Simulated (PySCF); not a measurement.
Isomers of C2H6SSi. Level of theory: PySCF 2.14.0, PBE0-D3(BJ)/def2-SVP geometry optimisation, gas phase. One conformer each; no zero-point energy, no entropy. No frequencies were run at this level. Point groups hold within 0.08 Å.

Question: Order them by energy at this level, lowest first, and give relative energies in kcal/mol.
A. `[CH2:1]=[CH:2][S:3][SiH3:4]` with C1–C2–S3–Si4 0°
B. `[CH2:1]=[CH:2][SiH2:3][SH:4]` with C1–C2–Si3–S4 121°, C2–Si3–S4–H -60°

Answer: B (0.0), A (9.8).

As drawn, the lower has an S–H bond and an Si–C bond, which the higher lacks.

```tsv
SMILES	E (Eh)	E rel (kcal/mol)	dipole (D)	point group	A, B, C (MHz)
C=C[SiH2]S	-766.87942	0.0	1.91	C1	11437, 2077, 1911
C=CS[SiH3]	-766.86388	9.8	1.02	Cs	6985, 3283, 2294
```

Question: How do the relative energies change in single points at B3LYP/pcSseg-2 (no added dispersion term) on the same geometries?

Answer: 
```csv
SMILES,PBE0-D3(BJ)/def2-SVP (kcal/mol),B3LYP/pcSseg-2 (kcal/mol),shift
C=C[SiH2]S,0.0,0.0,0.0
C=CS[SiH3],9.8,10.7,+0.9
```

Each column counts from its own lowest isomer. The order is unchanged; the largest shift is 0.9 kcal/mol.
